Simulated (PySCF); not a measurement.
Cartesian coordinates in Å; atom numbers follow the order of the lines, from 1:
```xyz
12

Cl    0.9158   -1.6300    2.6033
Si    0.5502   -1.4262    0.5863
Si   -1.5917   -0.5223    0.1504
Si   -0.5669    1.4496   -0.6517
Si    1.5735    0.5091   -0.3098
H     0.9071   -2.7571    0.0790
H    -2.5239   -0.3932    1.2770
H    -2.3753   -1.2701   -0.8426
H    -0.8898    1.8357   -2.0318
H    -0.8632    2.6777    0.0991
H     2.5049    1.2574    0.5430
H     2.3603    0.2687   -1.5281
```

PySCF 2.14 calculation with GFN2-xTB geometry and NMR shieldings at PBE0/pcSseg-1/GIAO; in vacuum, rapidly exchanging positions averaged, a single conformation, no relativistic terms.

Scale: TMS for $^{1}$H (31.72 ppm) and $^{29}$Si (349.16 ppm); HCl for $^{35}$Cl (949.78 ppm) (reference shieldings calculated alike).

```json
{"atoms": "Cl1", "nucleus": "$^{35}$Cl", "count": "1", "δ (ppm)": "-74"}
{"atoms": "Si2", "nucleus": "$^{29}$Si", "count": "1", "δ (ppm)": "15.6"}
{"atoms": "Si3/Si5", "nucleus": "$^{29}$Si", "count": "2", "δ (ppm)": "-77.4"}
{"atoms": "H10", "nucleus": "$^{1}$H", "count": "1", "δ (ppm)": "?"}
{"atoms": "H9", "nucleus": "$^{1}$H", "count": "1", "δ (ppm)": "4.01"}
{"atoms": "Si4", "nucleus": "$^{29}$Si", "count": "1", "δ (ppm)": "?"}
{"atoms": "H6", "nucleus": "$^{1}$H", "count": "1", "δ (ppm)": "?"}
{"atoms": "H7/H11", "nucleus": "$^{1}$H", "count": "2", "δ (ppm)": "4.38"}
{"atoms": "H8/H12", "nucleus": "$^{1}$H", "count": "2", "δ (ppm)": "4.34"}
```

Fill in the missing shifts.

Answers


- H6: 6.35 ppm, hydrogen on a silicon bonded to Cl, 2 Si, in a 4-membered ring
- H10: 4.20 ppm, hydrogen on a silicon bonded to 2 Si, in a 4-membered ring
- Si4: -103.3 ppm, silicon bonded to 2 Si, 2 H, in a 4-membered ring
